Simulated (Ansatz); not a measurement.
```yaml
crystal:
  periodic: [false, false, false]
  atoms:
    - {symbol: C, position_ang: [-1.913677, -0.044946, -0.949995]}
    - {symbol: Ga, position_ang: [-0.032011, 0.093979, -0.525446]}
    - {symbol: C, position_ang: [1.034309, -1.423996, 0.155205]}
    - {symbol: O, position_ang: [0.160171, 1.213428, 1.305605]}
    - {symbol: F, position_ang: [1.107616, 1.271993, -1.439217]}
    - {symbol: H, position_ang: [-2.430468, -0.385616, -0.456844]}
    - {symbol: H, position_ang: [-2.037062, 1.499540, -1.078763]}
    - {symbol: H, position_ang: [-1.970736, -0.251434, -1.936406]}
    - {symbol: H, position_ang: [1.890101, -1.102586, 0.451597]}
    - {symbol: H, position_ang: [0.912415, -1.996421, 1.225078]}
    - {symbol: H, position_ang: [0.990366, -2.453876, -0.804652]}
    - {symbol: H, position_ang: [0.841781, 1.126516, 2.123480]}
    - {symbol: H, position_ang: [1.043514, 2.062640, 0.786953]}
basis:
  gaussian: {orbitals: ANO-RCC-VTZP, final_grid: {core_spheres: 20, valence_spheres: 16, degree: 47}}
hamiltonian: {xc: {name: B3LYP-D3}}
output: {forces: true}
```

```sh
$ ansatz run in.yaml --threads 4 --pin off --events-out ev --progress --plain --max-ram 11315MiB
```

Shortened log:

```
Error: YAML parse error: error: line 19 column 19: hamiltonian.xc: no functional is named "B3LYP-D3"; the names, which are not case-sensitive, are SVWN5, SPW92, PBE, PBE0, PBEsol, revPBE, revPBE0, RPBE, rPW86-PBE, HSE06, wPBEh, LC-wPBE, HISS, HF, BLYP, B3LYP, B3LYP5, BHLYP, CAM-B3LYP, r2SCAN, r2SCANh, r2SCAN0, r2SCAN50, m-r2SCAN, B97, wB97, wB97X, wB97X-V, B97M-V, wB97M-V, B2PLYP, B2GP-PLYP, PBE0-DH, PBE-QIDH
17 | basis:
18 |   gaussian: {orbitals: ANO-RCC-VTZP, final_grid: {core_spheres: 20, valence_spheres…
19 | hamiltonian: {xc: {name: B3LYP-D3}}
20 | output: {forces: true}
```

(1) Something in this input is off. What?

Results:

(1) The method's name isn't one that the program takes here. The input was rejected before any iteration.

HSE06 is defined as in plane-wave codes.
